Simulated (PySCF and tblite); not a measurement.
The numbers below are computed, except where a source is named.
System: C5H10GeSi, numbered as in [SiH3:1][C:2]1=[CH:3][C@H:4]([GeH3:5])[CH:6]=[CH:7]1.

Motion: shift of H on C4 from C4 to C6. GFN2-xTB gives an electronic barrier of 28.3 kcal/mol and a reaction energy of 0.9 kcal/mol.

Tunnelling of the moving H, left out here, will speed the real process. Spin–orbit effects of heavy atoms on shieldings are missing.

Q: What does BHandHLYP/pcSseg-1 + D3(BJ) give on PBE0-D3(BJ)/def2-SVP geometries?

A: A barrier of 32.7 kcal/mol, 4.4 above the tight-binding barrier (from unrounded values), a reaction energy of 1.9 kcal/mol and, with GFN2-xTB thermal terms, ΔG‡(298 K) = 30.1 kcal/mol and k = 5.7×10⁻¹⁰ s⁻¹ (1 equivalent path).

Q: And the level of the geometries itself, PBE0-D3(BJ)/def2-SVP?

A: 27.4 kcal/mol.

Programs: tblite and PySCF.
